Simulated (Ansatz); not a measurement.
Reaction (redistribution): `F[SiH2][SiH2]S` + `BCSCF` → `BCS[SiH2]F` + `FC[SiH2]S`

Calculated with Ansatz (gas phase, PBE0-D4/def2-TZVP geometries, no zero-point term in ΔE). CBS: MP2 limit from def2 TZ/QZ plus the TZ coupled-cluster correction, frozen cores. Functionals use def2-TZVPP. One conformer a species, not always the lowest.

`F[SiH2][SiH2]S`:

```xyz
9

F    -1.221   -0.407    1.736
Si   -0.602    0.821    0.900
Si    0.324   -0.079   -1.056
S     1.601   -1.708   -0.505
H    -1.699    1.790    0.643
H     0.442    1.462    1.739
H     1.210    0.911   -1.722
H    -0.735   -0.494   -2.016
H     0.681   -2.296    0.281
```

`BCSCF`:

Cartesian coordinates in Å:
```
B -2.091 0.168 0.663
C -0.713 0.242 -0.045
S 0.481 -0.994 0.487
C 1.923 -0.453 -0.402
F 2.450 0.725 0.092
H -2.269 -0.489 1.645
H -2.986 0.833 0.228
H -0.818 0.251 -1.135
H -0.341 1.246 0.225
H 1.689 -0.289 -1.457
H 2.674 -1.240 -0.300
```

`BCS[SiH2]F`:

```xyz
11

B     0.958   -2.016   -0.706
C     0.116   -0.746   -0.404
S     0.810    0.342    0.883
Si   -0.583    1.917    0.828
F    -2.017    1.476    1.389
H     1.934   -2.305   -0.082
H     0.585   -2.729   -1.591
H    -0.879   -1.101   -0.101
H    -0.050   -0.189   -1.334
H    -0.820    2.352   -0.570
H    -0.055    2.999    1.688
```

`FC[SiH2]S`:

Cartesian coordinates in Å:
```
F -1.666 -0.866 -0.199
C -0.417 -0.745 -0.804
Si 0.766 0.145 0.375
S 0.047 2.101 0.825
H -0.542 -0.188 -1.738
H -0.059 -1.751 -1.049
H 2.076 0.333 -0.297
H 0.927 -0.679 1.600
H -1.132 1.649 1.287
```

Question: Is it downhill or uphill in electronic energy at CCSD(T)/CBS, and by how much? (An estimate is asked.)

Answer: Computed: Downhill: ΔE = -0.90 eV.

Question: What do these levels give: PBE-D4, ωB97M-V, r2SCAN, PBE0, HF/def2-QZVPP, HF/CBS(def2)? (Estimate.)

Answer: Ansatz gave: PBE-D4 -0.76, ωB97M-V -0.94, r2SCAN -0.86, PBE0 -0.80, HF/def2-QZVPP -0.95, HF/CBS(def2) -0.95 eV.

Largest T1 diagnostic among the species: 0.012.

From PBE to PBE0 (25 % exact exchange), in def2-TZVPP and without D4, ΔE moves by −0.05 eV.
